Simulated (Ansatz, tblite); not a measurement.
Cost and result up the ladder for `CN(C)c1ncc(-c2ncc(-c3ncc(C#N)s3)s2)s1` (29 atoms). Total charge 0; singlet. Geometry: PBE-D4/def2-SVP.

Ansatz on 2 threads of AMD EPYC 7R13 on a shared host and a share (18 GiB) of an NVIDIA H100 80GB HBM3; xTB runs through tblite on one thread. Times are rough, summed over both states, and most runs start from the orbitals of an earlier one. PBE0-D4/def2-TZVP serves as the yardstick here, not as an exact answer. The other state is a triplet.

The xTB rows come from tblite. Single mean-field runs in def2-TZVP are fitted with def2-universal-jkfit.

xTB has no spin-polarisation term.

```
                          level  functions  vertical triplet (eV)  difference from PBE0-D4/def2-TZVP (eV)
                       GFN2-xTB        104                   1.77                                   -0.10
               PBE-D4/def2-TZVP        692                   1.70                                   -0.17
PBE0-D4/def2-TZVP (with forces)        692                   1.87                                    0.00
                       GFN1-xTB        113                   1.79                                   -0.08
```

(1) Estimate how long each takes.

## Answers

(1) GFN2-xTB 0.12 s; GFN1-xTB 0.12 s; PBE-D4/def2-TZVP 14 s; PBE0-D4/def2-TZVP (with forces) 20 s. On shared hardware such times vary by a factor of up to 3.
